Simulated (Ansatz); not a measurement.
CH₅NZn, SMILES `[CH3][Zn][NH2]`. Total charge 0; spin multiplicity 1. Geometry: relaxed with PBE0-D4/def2-TZVP. It is one conformer, not always the lowest.

```xyz
8

C    -0.220    1.234    1.038
Zn    0.015   -0.220   -0.204
N     0.133   -1.556   -1.437
H    -0.028    2.193    0.550
H     0.462    1.144    1.886
H    -1.242    1.254    1.424
H    -0.002   -2.512   -1.142
H     0.882   -1.537   -2.114
```

(1) What is the dipole moment at PBE/def2-TZVPP? (An estimate is asked.)

(2) And with r2SCAN, B3LYP, ωB97M-V? (Estimate.)

(3) Give the Mulliken charges with PBE, B3LYP, ωB97M-V in def2-TZVPP. (Estimate.)

Answers

(1) The calculation gave: 0.74 D, with components (0.61, -0.17, 0.38) D in this frame, pointing from negative to positive charge.

(2) Computed: r2SCAN 0.76 D, B3LYP 0.80 D, ωB97M-V 0.83 D.

(3) Ansatz gave: 
| atom | PBE | B3LYP | ωB97M-V |
| --- | --- | --- | --- |
| C1 | -0.43 | -0.45 | -0.53 |
| Zn2 | 0.27 | 0.36 | 0.41 |
| N3 | -0.42 | -0.45 | -0.43 |
| H4 | 0.10 | 0.10 | 0.12 |
| H5 | 0.10 | 0.10 | 0.12 |
| H6 | 0.10 | 0.10 | 0.12 |
| H7 | 0.13 | 0.12 | 0.10 |
| H8 | 0.13 | 0.12 | 0.10 |

B3LYP here is the variant with VWN-RPA as its local correlation; programs differ in this.
